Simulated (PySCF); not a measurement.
**Correlation energy of Ti⁺ (titanium, charge +1)**

[Ar] 3d2 4p1, one real determinant (an excited configuration). Computed with PySCF 2.14 in aug-cc-pVTZ, with no relativity, point nucleus. Frozen: [Ar]; 3 electrons correlated.

MP2 pair energies summed by pair of shells (mhartree):

| pair | energy | share (%) |
| --- | --- | --- |
| 3d-3d | -4.68 | 50.7 |
| 3d-4p | -4.55 | 49.3 |

Total MP2 correlation energy: -9.23 mhartree.

Same-spin part -9.23 and opposite-spin part 0.00 mhartree; SCS-MP2 scales them by 1/3 and 6/5 to -3.08 mhartree.

The reference is one real determinant that mixes LS terms of this configuration.
